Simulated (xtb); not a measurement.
Job for xtb: GFN1-xTB on InSn, 2S+1 = 4, a spin state set in the input, which need not be the lowest, a point of a bond scan (R = 2.921 Å).

```
$ xtb mol.xyz --gfn 1 --sp --chrg 0 --uhf 3
2

In     0.00000000     0.00000000     0.00000000
Sn     0.00000000     0.00000000     2.92094500
```

Program output:

```
[...]
           -------------------------------------------------
          |                Calculation Setup                |
           -------------------------------------------------



           -------------------------------------------------
          |                 G F N 1 - x T B                 |
           -------------------------------------------------

        Reference                      10.1021/acs.jctc.7b00118
      * Hamiltonian:
        H0-scaling (s, p, d)           1.850000    2.250000    2.000000
        zeta-weighting                 0.000000
      * Dispersion:
        s8                             2.400000
        a1                             0.630000
        a2                             5.000000
        s9                             0.000000
      * Repulsion:
        kExp                           1.500000
        rExp                           1.000000
      * Coulomb:
        alpha                          2.000000
        third order                    atomic
        anisotropic                    false
      * Halogen bond correction:
        rad-scale                      1.300000
        damping                        0.440000


          ...................................................
          :                      SETUP                      :
          :.................................................:
          :  # basis functions                  20          :
          :  # atomic orbitals                  18          :
          :  # shells                            6          :
          :  # electrons                         7          :
          :  # halogen bonds                     0          :
          :  max. iterations                   250          :
          :  Hamiltonian                  GFN1-xTB          :
          :  restarted?                      false          :
          :  GBSA solvation                  false          :
          :  PC potential                    false          :
          :  electronic temp.          300.0000000     K    :
          :  accuracy                    1.0000000          :
          :  -> integral cutoff          0.2500000E+02      :
          :  -> integral neglect         0.1000000E-07      :
          :  -> SCF convergence          0.1000000E-05 Eh   :
          :  -> wf. convergence          0.2000000E-04 e    :
          :  Broyden damping             0.4000000          :
          :  net charge                          0          :
          :  unpaired electrons                  3          :
          ...................................................

 iter      E             dE          RMSdq      gap      omega  full diag
   1     -3.9141343 -0.391413E+01  0.510E+00    3.75       0.0  T
   2     -3.9198850 -0.575065E-02  0.279E+00    3.42       1.0  T
   3     -3.9198930 -0.802656E-05  0.871E-01    3.38       1.0  T
   4     -3.9199037 -0.106884E-04  0.170E-02    3.40       4.2  T
   5     -3.9199041 -0.453262E-06  0.341E-03    3.39      20.7  T
   6     -3.9199041 -0.174252E-10  0.215E-03    3.39      32.9  T
   7     -3.9199041 -0.591951E-08  0.325E-06    3.39   21724.0  T
   8     -3.9199041 -0.399680E-14  0.149E-06    3.39   47354.1  T

   *** convergence criteria satisfied after 8 iterations ***

         #    Occupation            Energy/Eh            Energy/eV
      -------------------------------------------------------------
         1        2.0000           -0.8567613             -23.3137
         2        2.0000           -0.6262657             -17.0416
         3        1.0000           -0.2780150              -7.5652
         4        1.0000           -0.2780150              -7.5652
         5        1.0000           -0.2701920              -7.3523 (HOMO)
         6                         -0.1455078              -3.9595 (LUMO)
         7                         -0.1455078              -3.9595
         8                         -0.1432599              -3.8983
         9                         -0.1432599              -3.8983
        10                         -0.0575327              -1.5655
       ...                                ...                  ...
        18                          0.5916767              16.1003
      -------------------------------------------------------------
                  HL-Gap            0.1246841 Eh            3.3928 eV
             Fermi-level           -0.3299951 Eh           -8.9796 eV

 SCC (total)                   0 d,  0 h,  0 min,  0.004 sec
 SCC setup                      ...        0 min,  0.000 sec (  2.871%)
 Dispersion                     ...        0 min,  0.000 sec (  1.244%)
 classical contributions        ...        0 min,  0.000 sec (  0.549%)
 integral evaluation            ...        0 min,  0.001 sec ( 22.649%)
 iterations                     ...        0 min,  0.002 sec ( 48.111%)
 molecular gradient             ...        0 min,  0.001 sec ( 19.673%)
 printout                       ...        0 min,  0.000 sec (  4.504%)

         :::::::::::::::::::::::::::::::::::::::::::::::::::::
         ::                     SUMMARY                     ::
         :::::::::::::::::::::::::::::::::::::::::::::::::::::
         :: total energy              -3.918203159752 Eh    ::
         :: gradient norm              0.001322703141 Eh/a0 ::
         :: HOMO-LUMO gap              3.392828385742 eV    ::
         ::.................................................::
         :: SCC energy                -3.919904132517 Eh    ::
         :: -> electrostatic           0.003296919734 Eh    ::
         :: repulsion energy           0.002232456304 Eh    ::
         :: dispersion energy         -0.000531483540 Eh    ::
         :: halogen bond corr.         0.000000000000 Eh    ::
         :: add. restraining           0.000000000000 Eh    ::
         :: total charge               0.000000000000 e     ::
         :::::::::::::::::::::::::::::::::::::::::::::::::::::

           -------------------------------------------------
          |                Property Printout                |
           -------------------------------------------------

    * Orbital Energies and Occupations

         #    Occupation            Energy/Eh            Energy/eV
      -------------------------------------------------------------
         1        2.0000           -0.8567613             -23.3137
         2        2.0000           -0.6262657             -17.0416
         3        1.0000           -0.2780150              -7.5652
         4        1.0000           -0.2780150              -7.5652
         5        1.0000           -0.2701920              -7.3523 (HOMO)
         6                         -0.1455078              -3.9595 (LUMO)
         7                         -0.1455078              -3.9595
         8                         -0.1432599              -3.8983
         9                         -0.1432599              -3.8983
        10                         -0.0575327              -1.5655
        11                         -0.0571492              -1.5551
        12                         -0.0571492              -1.5551
        13                         -0.0178179              -0.4848
        14                         -0.0178179              -0.4848
        15                          0.0231083               0.6288
        16                          0.0576497               1.5687
       ...                                ...                  ...
        18                          0.5916767              16.1003
      -------------------------------------------------------------
                  HL-Gap            0.1246841 Eh            3.3928 eV
             Fermi-level           -0.3299951 Eh           -8.9796 eV

  Mulliken/CM5 charges         n(s)   n(p)   n(d)
Note: The following floating-point exceptions are signalling: IEEE_DENORMAL
normal termination of xtb
     1In    0.18211  0.18460   1.928  0.487  0.402
     2Sn   -0.18211 -0.18460   1.959  2.203  0.020

Wiberg/Mayer (AO) data.
largest (>0.10) Wiberg bond orders for each atom

 ---------------------------------------------------------------------------
     #   Z sym  total        # sym  WBO       # sym  WBO       # sym  WBO
 ---------------------------------------------------------------------------
     1  49 In   1.357 --     2 Sn   1.357
     2  50 Sn   1.357 --     1 In   1.357
 ---------------------------------------------------------------------------

Topologies differ in total number of bonds
Writing topology from bond orders to xtbtopo.mol

 dipole moment from electron density (au)
     X       Y       Z
  -0.0000  -0.0000  -2.3761  total (Debye):    6.039


           -------------------------------------------------
          | TOTAL ENERGY               -3.918203159752 Eh   |
          | GRADIENT NORM               0.001322703141 Eh/α |
          | HOMO-LUMO GAP               3.392828385742 eV   |
           -------------------------------------------------

------------------------------------------------------------------------
------------------------------------------------------------------------
 total:
 SCF:
```

The run finished.

Cost: about 0.06 core-seconds (a rough figure).
